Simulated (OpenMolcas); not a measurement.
## Pt4+: moving or changing the point charges

Pt4+ among 6 point charges of -1.5 e arranged as a trigonal prism (D3h), 2.09 Å from the ion, with a polar angle of 44.7° against the regular 49.1°.

```
Program             : OpenMolcas
Method              : CASSCF
Basis               : ANO-RCC-VDZP [7s6p4d2f]
Scalar Hamiltonian  : DKH2, point nucleus
Active space        : 6 electrons in 5 orbitals (5d)
State averaging     : 2S+1 = 5 even, 5 roots; 2S+1 = 3 even, 45 roots; 2S+1 = 1 even, 50 roots
Spin-orbit coupling : state interaction with AMFI integrals over the reference wave functions
```

Runs around this geometry, states (labels of D3, the rotations of D3h). Energies in cm-1 above the lowest state or level, χT in cm3 K/mol.

```csv
R (Å),q (e),Polar angle / regular,Ground state,First state of that spin,First gap with spin-orbit (degeneracies),χT at 300 K,First state of another spin
2.09,-1.5,0.84,5E,5A1 9777,"2331 (2, 1)",4.438,3E 17665
2.09,-1.2,0.91,5E,5A1 5847,"1897 (2, 1)",4.475,3E 18932
1.94,-1.5,0.91,5E,5A1 8074,"2190 (2, 1)",4.449,3E 16488
2.09,-1.5,0.91,5E,5A1 7058,"2079 (2, 1)",4.457,3E 18143
2.18,-1.5,0.91,5E,5A1 6485,"1987 (2, 1)",4.465,3E 18785
```

Taking the first state of the same spin as R^-n, n = -ln(6485 / 8074) / ln(2.18 / 1.94) = 1.9 between the shortest and longest distance.

Scaling the charges by -1.2 / -1.5 = 0.80 scales the first state of the same spin by 5847 / 7058 = 0.83; with fixed orbitals a first-order splitting would follow the charge.

An orbital doublet at a regular site is open to a Jahn-Teller distortion, which this geometry leaves out. Without dynamic correlation the repulsion within the d shell is too large (B by tens of per cent), so at a given field states of lower spin stand too high. Point charges give a weaker field than real ligands, and real ions of this kind are as a rule low spin; the high spin found here belongs to the model. This is an electrostatic model: the charges have no orbitals. No measured value stands beside these numbers.
